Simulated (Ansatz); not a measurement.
Species: sum formula AlCl2F, charge 0, multiplicity 1. 
Structure (B3LYP-D3(BJ)/def2-TZVP (Ansatz, a program for electronic structure) minimum search):
SMILES: [F][Al]([Cl])[Cl]
```xyz
4

F     -0.1533     1.9825    -0.0112
Al    -0.0270     0.3494    -0.0020
Cl     1.8545    -0.5190    -0.0095
Cl    -1.7526    -0.7978     0.0169
```

Basis-set convergence of Hartree-Fock and CCSD correlation energies (hartree) with Ansatz. Cores are frozen in the correlated levels unless marked. No spin-orbit coupling. No relativistic terms.

| basis | functions | E(HF) | E(corr, CCSD) |
|---|---|---|---|
| aug-cc-pV(D+d)Z | 119 | -1260.62172 | -0.58653 |
| aug-cc-pV(T+d)Z | 211 | -1260.68722 | -0.74044 |
| aug-cc-pV(Q+d)Z | 347 | -1260.70435 | -0.79673 |

Extrapolating the two largest sets (X = 3 and 4) as X^-3: E(corr) = (64·(-0.79673) - 27·(-0.74044))/37 = -0.8378 Eh, an estimate of the basis-set limit. The largest set recovers 95.1 % of it, the smallest 70.0 %.
